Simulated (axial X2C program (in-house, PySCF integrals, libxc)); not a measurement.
SnSi⁻ at several levels of theory

Calculated with an in-house relativistic program for diatomic molecules. Spin-free means the one-electron spin-free X2C Hamiltonian. Basis: Sn dyall-acv3z [12s13p10d5f1g], Si dyall-av3z [9s8p3d2f] (cores contracted in-house); Gaussian nuclei, density fitting, unrestricted open shells. Masses: Sn 119.902 u, Si 27.977 u.

Input:
```json
{
 "zs": [
  50,
  14
 ],
 "q": -1,
 "bas": [
  "dyall-acv3z",
  "dyall-av3z"
 ],
 "levels": [
  "PBE0",
  "HF",
  "BLYP"
 ],
 "cc": true,
 "r0": 2.56,
 "thr": -1.0,
 "nmax": 90,
 "npts": 10,
 "nst": 2,
 "ntry": 6
}
```
```bash
python so2c.py task.json out
```

Keys: zs atomic numbers; q charge; bas basis sets; levels methods; cc coupled cluster on or off; r0 starting distance in Å; thr threshold in hartree for freezing inner shells (an s shell follows its p shell); nmax most natural virtual spinors; npts points on the curve; nst determinants followed; ntry starts of the search. HF also brings MP2.

State, spin-free: M_S = 1/2, Λ = 1 (beyond evenly filled blocks: π+α, π+β, π-α); electrons by block: σα: 15, σβ: 15, π+α: 7, π+β: 7, π-α: 7, π-β: 6, δ+α: 2, δ+β: 2, δ-α: 2, δ-β: 2. Fragments: Sn + Si- for PBE0, BLYP; Sn- + Si for HF, CCSD, CCSD(T).

```csv
Hamiltonian,level,Re (Å),ωe (cm⁻¹),ωexe (cm⁻¹),αe (cm⁻¹),De (eV),μ (D)
spin-free,PBE0,2.429,383.8,1.18,0.000485,3.09,-3.79
spin-free,HF,2.409,418.6,0.984,0.000441,n/a,-3.71
spin-free,CCSD,2.452,379.0,0.932,0.000505,n/a,n/a
spin-free,CCSD(T),2.474,360.5,0.984,0.000539,n/a,n/a
spin-free,BLYP,2.488,340.1,1.04,0.000526,3.31,-3.76
```

Correlated methods: 9 electrons correlated (number of frozen shells: Sn 4 s, 3 p, 2 d; Si 2 s, 1 p), 293 virtual spin orbitals or spinors in MP2, 90 natural virtuals in coupled cluster.

Dipoles are positive if Si is the positive end and refer to the centre of mass.

The state is one determinant whose occupation by symmetry is held fixed; it was picked as the lowest of a PBE0 search that is not exhaustive. Dissociation energies refer to the lowest single-determinant-based atoms at the same level and basis. De is not given where an atomic determinant may have missed its ground term or J level, or where the truncated virtual space spoils (T). Coupled cluster ran in a truncated set of natural virtual spinors; the MP2 energy of the rest was added. (T) has no such correction and the atoms are truncated less, which lowers De at CCSD(T) by a hundredth of an eV or more. Other states lie close and PBE0, whose exact exchange favours high spin, may order them wrongly; the determinant shown need not be the ground state. The nearest other spin-free determinant of the search, M_S = 1/2, Λ = 0, lies 0.13 eV up at the distance of the search. Without a current term, density functionals place determinants with orbital angular momentum somewhat too high. At some level and bond length an empty orbital lies below a filled one. Some points did not converge and are left out. The highest occupied level of some functionals is positive through self-interaction error; at Hartree–Fock it is bound. The determinant is spin-polarised beyond a pure state at some levels (its spin-free form has ⟨S²⟩ too high), which makes Re and μ there less reliable. With the outer-core shells frozen, correlated bond lengths of heavy atoms tend to come out a few hundredths of an ångström too long. Spin-free De lacks the spin–orbit lowering of the heavy p-block atom, a tenth of an eV or more for 4p and 5p, up to an eV for 6p and one to two eV for 7p atoms, less what an open-shell molecule gains itself.

No reliable constants came from BLYP (2c), CCSD (2c), CCSD(T) (2c), HF (2c), MP2 (2c), MP2 (spin-free), PBE0 (2c): no minimum in range, unconverged points, a curve that is not smooth, a change of character along it, or the two Hamiltonians disagreeing along it.

The whole task took 3.2 min on 1 thread of Arm Neoverse V1, on a shared host.
